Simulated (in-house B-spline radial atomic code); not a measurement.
# Ionising Si⁸⁺ with different functionals

Computed with a B-spline radial code for spherical atoms: scalar-relativistic (spin-free X2C) Hamiltonian, Fermi nucleus of rms radius 3.1224 fm, spin-polarised at highest spin, spherical fractional occupations for the functionals, and exact exchange of hybrids averaged over the configuration. The ionisation energy is the difference of two self-consistent energies, [He] 2s2 2p2 → [He] 2s2 2p1, without Breit or QED terms; ε is the level of the shell that loses the electron (its least bound occupied spin orbital).

```tsv
method	rung	ΔSCF (eV)	-ε(2p) (eV)
PBE0	global hybrid	352.34	334.50
B3LYP	global hybrid	352.76	333.56
TPSSh	global hybrid	352.61	331.12
BHandHLYP	global hybrid	352.56	340.93
r2SCAN0	global hybrid	?	?
B97-1	global hybrid	?	?
HSE06	range-separated hybrid	352.35	334.04
wB97X	range-separated hybrid	352.23	335.84
CAM-B3LYP	range-separated hybrid	352.67	335.51
LC-wPBE	range-separated hybrid	352.43	334.20
```

What does r2SCAN0 give?

ΔSCF 353.08 eV, and -ε(2p) = 335.76 eV.

What does B97-1 give?

ΔSCF 352.35 eV, and -ε(2p) = 333.51 eV.

Among the functionals, which spreads more, the ΔSCF values or the orbital energies?

The orbital energies: ΔSCF values span about 0.85 eV and the orbital energies 9.81 eV; here energy differences depend much less on the functional than eigenvalues do.

How do they compare with the NIST value?

NIST lists 351.28 eV ± 0.06 (semi-empirical, ground level to ground level). Errors run from +0.95 to +1.80 eV. The correlated functionals all miss on the same side by more than they spread, so the cause is common to them (spin-orbit coupling, Breit-QED terms, multiplet and fine-structure energies, or a listed next ion that isn't the cheapest removal here) and closeness doesn't rank the functionals.
